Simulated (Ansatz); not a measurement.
`[F][Ga]([F])[I]` + `N=C=O` → `O=C=[N][Ga]([F])[F]` + HI at 700 K and 1 bar (ligand exchange at a Ga–I bond).

Isolated molecules relaxed with PBE0-D4/def2-TZVP in Ansatz; ΔE leaves out vibrations. CCSD(T)/CBS is the MP2 limit (def2-TZVPP, def2-QZVPP) plus CCSD(T) − MP2 in def2-TZVPP, frozen cores. This one scheme is used for every species. Elements past krypton have def2 core potentials. For Ga, I outer-core shells are correlated without core-valence functions, which leaves a few kJ/mol of doubt a bond. Scalar relativity is left out up to krypton. One conformer a species, not always the lowest.

| species | CCSD(T)/CBS energy (Eh) | H − E (kJ/mol) | S (J/(mol·K)) |
| --- | --- | --- | --- |
| `[F][Ga]([F])[I]` | -2421.09887 | 60.5 | 397.8 |
| `N=C=O` | -168.51995 | 89.3 | 283.6 |
| `O=C=[N][Ga]([F])[F]` | -2291.56165 | 110.2 | 452.3 |
| HI | -298.03592 | 34.6 | 231.7 |

H − E and S are ideal-gas, rigid-rotor, harmonic terms from PBE0-D4/def2-TZVP, for one conformer and one mirror image of each species. 1 Eh = 2625.50 kJ/mol, R = 8.31446 J/(mol·K).

Task: By hand: ΔE, ΔH, ΔS and ΔG.

Result: ΔE = (-2291.56165) + (-298.03592) − (-2421.09887) − (-168.51995) = 0.02125 Eh = 55.8 kJ/mol. Δ(H − E) = 110.2 + 34.6 − 60.5 − 89.3 = -5.0, so ΔH = 50.8 kJ/mol. ΔS = 452.3 + 231.7 − 397.8 − 283.6 = 2.6 J/(mol·K). ΔG = 50.8 − 700 × (2.6)/1000 = 49.0 kJ/mol.

Task: By hand: the equilibrium constant, and the temperature at which ΔG would vanish if ΔH and ΔS stayed fixed.

Result: log₁₀ K = −ΔG/(RT ln 10) = -3.7. ΔG = 0 at ΔH/ΔS = 19538 K, far beyond where these terms or the molecules hold.

The number of gas molecules stays the same, so ΔS is small and ΔH decides. A doubt of 5 kJ/mol in ΔE shifts log₁₀ K by 0.4 here. Other conformers and mirror images would add mixing entropy, several J/(mol·K) or more a flexible species. Modes under 60 cm⁻¹, often nearly free rotors, make the harmonic entropy too high. These are equilibria of isolated gas molecules and say nothing of rates. Largest T1 diagnostic: 0.018 (customary marks: 0.02 for closed shells, 0.045 for open ones).
